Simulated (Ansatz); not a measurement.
**Question.** Predict a relaxed structure of ZrBrF3, charge 0, singlet, at PBE0-D4/def2-SVP (Ansatz).

**Answer.** 
```tsv
atom	x (Å)	y (Å)	z (Å)
Zr1	0.088	0.068	0.016
Br2	-1.867	-1.442	-0.340
F3	-0.344	1.822	-0.535
F4	1.566	-0.545	-0.986
F5	0.555	0.097	1.845
```
Point group C3v (tolerance 0.1 Å). The metal has 4 neighbours: Br 2.50 Å, F 1.89 Å, F 1.89 Å, F 1.89 Å. This is one stationary point.

In the def2 sets Zr takes a core potential; there is no spin–orbit coupling.
